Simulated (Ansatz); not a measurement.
`N[AsH][GaH2]` + `CB[SiH3]` → `C[B]([SiH3])[GaH2]` + `N[AsH2]`  (formal exchange of groups at a Ga–As bond)

Calculated with Ansatz (gas phase, PBE0-D4/def2-TZVP geometries, no zero-point term in ΔE). CBS: MP2 limit from def2 TZ/QZ plus the TZ coupled-cluster correction, frozen cores. Functionals use def2-TZVPP. B3LYP here is the variant with VWN-RPA as its local correlation; programs differ in this. HSE06 is defined as in plane-wave codes. For As, Ga outer-core shells are correlated without core-valence functions, which leaves a few kJ/mol of doubt a bond. Scalar relativity is left out up to krypton. One conformer a species, not always the lowest.

```json
{"level": "B3LYP-D4", "ΔE (kJ/mol)": "58.1", "difference from CCSD(T)/CBS": "2.4"}
{"level": "r2SCANh-D4", "ΔE (kJ/mol)": "57.4", "difference from CCSD(T)/CBS": "1.7"}
{"level": "HSE06-D4", "ΔE (kJ/mol)": "56.2", "difference from CCSD(T)/CBS": "0.5"}
{"level": "r2SCAN", "ΔE (kJ/mol)": "57.1", "difference from CCSD(T)/CBS": "1.4"}
{"level": "r2SCANh", "ΔE (kJ/mol)": "58.0", "difference from CCSD(T)/CBS": "2.3"}
{"level": "HF/def2-SVP", "ΔE (kJ/mol)": "60.2", "difference from CCSD(T)/CBS": "4.5"}
{"level": "CCSD/def2-SVP", "ΔE (kJ/mol)": "51.1", "difference from CCSD(T)/CBS": "-4.6"}
{"level": "CCSD/def2-TZVPP", "ΔE (kJ/mol)": "55.5", "difference from CCSD(T)/CBS": "-0.2"}
{"level": "HF/def2-QZVPP", "ΔE (kJ/mol)": "65.3", "difference from CCSD(T)/CBS": "9.6"}
{"level": "SCS-MP2/def2-QZVPP", "ΔE (kJ/mol)": "59.0", "difference from CCSD(T)/CBS": "3.3"}
{"level": "CCSD(T)/CBS", "ΔE (kJ/mol)": "55.7", "difference from CCSD(T)/CBS": "0"}
```

(1) What do rigid-rotor, harmonic-oscillator terms from PBE0-D4/def2-TZVP frequencies (298.15 K, 1 bar) make of the CCSD(T)/CBS value? (Estimate.)

Largest T1 diagnostic among the species: 0.014.

Results:

(1) Ansatz gave: ΔZPE = -1.7 kJ/mol, ΔH = +53.9 kJ/mol, ΔS = -1 J/(mol·K), ΔG = +54.0 kJ/mol. Modes under 50 cm⁻¹ make the entropy rough.

In def2-TZVPP, CCSD(T) changes the Hartree–Fock value by −10.5 kJ/mol (the triples alone add −0.5 kJ/mol) and MP2 by −5.6 kJ/mol. From BLYP to BHLYP (50 % exact exchange), in def2-TZVPP and without D4, ΔE moves by +3.3 kJ/mol.

CCSD(T)/CBS has its own doubt, a few kJ/mol and more with outer-core shells, so smaller differences from it don't rank the levels.
